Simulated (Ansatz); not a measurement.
Ansatz (an electronic-structure program) input:

Ansatz 0.2 input:
```yaml
crystal:
  periodic: [false, false, false]
  atoms:
    - {symbol: Sb, position_ang: [0.16971975, -0.07316651, 0.35690625]}
    - {symbol: C, position_ang: [-0.54972812, -2.15606779, -0.53479914]}
    - {symbol: H, position_ang: [0.11413861, -2.93742647, -0.15732208]}
    - {symbol: H, position_ang: [-0.49456226, -2.12568262, -1.62536558]}
    - {symbol: H, position_ang: [-1.58116485, -2.35907230, -0.22629859]}
    - {symbol: C, position_ang: [1.26103628, 1.81909805, -0.58095547]}
    - {symbol: H, position_ang: [2.28953304, 1.83821063, -0.21277282]}
    - {symbol: H, position_ang: [0.73989540, 2.73634455, -0.28546234]}
    - {symbol: H, position_ang: [1.26476935, 1.73657299, -1.67021089]}
    - {symbol: C, position_ang: [-1.59763067, 0.71900604, -0.75318961]}
    - {symbol: H, position_ang: [-2.48680655, 0.14800856, -0.48051086]}
    - {symbol: H, position_ang: [-1.43547749, 0.63262439, -1.83126956]}
    - {symbol: H, position_ang: [-1.74809752, 1.76969437, -0.49934053]}
basis:
  gaussian:
    orbitals: def2-SVPD
total_charge: -1
magnetization: {spin_polarized: true, initial_magnetization: 1}
correlation: {method: ccsd_t, electrons: outside_noble_gas}
output: {forces: true}
```

**Question.** Which total energy does the run end on?

**Answer.** -358.60900 Eh (CCSD(T)/def2-SVPD). The basis has 164 functions.
